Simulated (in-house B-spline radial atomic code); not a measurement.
Er: [Xe] 4f12 6s2

Computed with an all-electron radial atomic-structure program (B-spline basis): Dirac-Kohn-Sham CAM-B3LYP, spherical fractional occupations, Fermi nucleus of rms radius 5.2516 fm.

Screening seen three ways: the hydrogenic charge with the same mean radius, Z_r = [3n² - l(l+1)]/(2<r>), the one with the same energy, Z_e = n√(-2ε), and Slater's rules. Values are occupation-weighted means over j. An effective charge above Z reflects the relativistic contraction of the inner shells.

```tsv
shell	electrons	ε (eV)	<r> (bohr)	Z_r	Z_e	Slater
1s	2	-57404	0.02037	73.64	64.95	67.70
2s	2	-9665.6	0.08588	69.86	53.31	63.85
2p	6	-8591.8	0.07633	65.51	50.26	63.85
3s	2	-2177.9	0.2248	60.06	37.96	56.75
3p	6	-1846	0.2237	55.89	34.94	56.75
3d	10	-1409.6	0.2038	51.53	30.54	46.85
4s	2	-436.52	0.5081	47.23	22.66	40.25
4p	6	-326	0.5381	42.74	19.58	40.25
4d	10	-172.46	0.5845	35.93	14.24	28.85
5s	2	-56.43	1.26	29.77	10.18	12.05
5p	6	-29.97	1.5	24.33	7.42	12.05
4f	12	-5.9062	0.8263	21.78	2.64	18.15
6s	2	-5.2314	4.036	13.38	3.72	2.85
```

The least bound orbital is 6s1/2 at -5.231 eV, and it is also the most diffuse (<r> = 4.036 bohr). The part-filled 4f shell lies below the filled 6s shell in orbital energy.

Spin-orbit splittings of the orbital energies (j = l + 1/2 above j = l - 1/2 when positive): 2p 917.6 eV, 3p 193.4 eV, 3d 42.18 eV, 4p 43.65 eV, 4d 7.974 eV, 5p 5.481 eV, 4f 1.128 eV.

For the 1s electron the small component carries 6.48 % of the norm, the zero-frequency Breit interaction raises the level by 184 eV, self-energy by 112.1 eV, and vacuum polarisation lowers it by 19.39 eV.

Caution: exact exchange at fractional occupations of open shells leaves self-interaction of up to several eV.
